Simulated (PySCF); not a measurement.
## Working out the excitation energy of Cd

Cd [Kr] 4d10 5s2 (1S) → Cd [Kr] 4d9 5s2 6s1 (3D). Calculation: PySCF 2.14, in aug-cc-pVDZ-PP with ECP28MDF (5s5p4d2f, 54 functions); scalar relativity through the core potential. Frozen: 4s2 4p6. Energies in hartree (1 hartree = 27.21139 eV):

```
             part   Cd (lower)   Cd (upper)
              UHF  -166.837873  -166.321749
MP2 opposite-spin    -0.247698    -0.209726
    MP2 same-spin    -0.136978    -0.116184
```

Question: What does Hartree-Fock give?

Answer: (-166.321749) − (-166.837873) = 0.516124 hartree = 14.044 eV.

Question: What do MP2 and SCS-MP2 (6/5 opposite-spin, 1/3 same-spin) give?

Answer: The opposite-spin parts differ by 1.033 eV and the same-spin parts by 0.566 eV. MP2: 14.044 + (1.033) + (0.566) = 15.643 eV. SCS-MP2: 14.044 + 1.2 × (1.033) + (0.566)/3 = 15.472 eV.

The upper state lies above the first ionisation limit, where it may autoionise and the basis confines it. A Rydberg-like electron needs more diffuse functions than a valence basis has.

A double-zeta basis recovers only part of the correlation energy.
